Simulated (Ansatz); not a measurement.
Start from `NC[SiH](O)O` and change one atom or group to get `C[SiH2][SiH](O)O`.

Ansatz, PBE0-D4/def2-TZVP geometries, multiplicity 1. Each molecule was computed in one conformer, which needn't be the lowest.

```csv
property,`NC[SiH](O)O`
size of the dipole moment (ωB97M-V/def2-TZVPP) / D,3.10
size of the dipole moment (B3LYP/def2-TZVPP) / D,3.10
HOMO energy (ωB97M-V/def2-TZVPP) / eV,-9.63
HOMO energy (PBE/def2-TZVPP) / eV,-5.81
HOMO–LUMO gap (ωB97M-V/def2-TZVPP) / eV,11.65
HOMO–LUMO gap (PBE/def2-TZVPP) / eV,5.49
```

(1) What does the change do to each property? (An estimate is asked.)

Answers

(1) Ansatz gave: 
```tsv
property	`C[SiH2][SiH](O)O`	shift
size of the dipole moment (ωB97M-V/def2-TZVPP) / D	2.26	-0.84
size of the dipole moment (B3LYP/def2-TZVPP) / D	2.25	-0.85
HOMO energy (ωB97M-V/def2-TZVPP) / eV	-9.79	-0.16
HOMO energy (PBE/def2-TZVPP) / eV	-6.51	-0.70
HOMO–LUMO gap (ωB97M-V/def2-TZVPP) / eV	11.33	-0.32
HOMO–LUMO gap (PBE/def2-TZVPP) / eV	5.63	0.14
```

With PBE0 the HOMO falls by 0.45 eV and the LUMO falls by 0.57 eV, so the gap narrows by about 0.12 eV. PBE moves the HOMO by -0.70 eV and ωB97M-V by -0.16 eV. Dipoles are sizes alone; their direction can turn.

B3LYP here is the variant with VWN-RPA as its local correlation; programs differ in this.
